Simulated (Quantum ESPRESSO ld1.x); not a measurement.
Q: These are the eigenvalues of the occupied orbitals of an atom or ion with whole-number occupations (eV). Method: scalar-relativistic Kohn-Sham, LDA (Slater exchange, Perdew-Zunger correlation), spin-polarised, spherical densities, point nucleus; computed with ld1.x of Quantum ESPRESSO 7.5.

| orbital | eigenvalue |
|---|---|
| 1s up | -13393.1 |
| 1s down | -13391.7 |
| 2s up | -2477.01 |
| 2s down | -2475.65 |
| 2p up | -2293.39 |
| 2p down | -2291.79 |
| 3s up | -923.570 |
| 3s down | -918.424 |
| 3p up | -865.524 |

Which element is it, and in what charge state? The configuration may be excited. Open shells, if any, are filled with parallel spins first.

A: Z = 34, selenium, charge +21: Se21+ in [Ne] 3s2 3p1. The list shows which subshells hold electrons but not how many an open one holds; the 1s level, -492.19 hartree, gives Z - s = 31.4 by -(Z - s)^2/2, which with screening and relativity narrows Z to a few neighbours, and the depths of the outer levels then fix element, charge and occupations together.
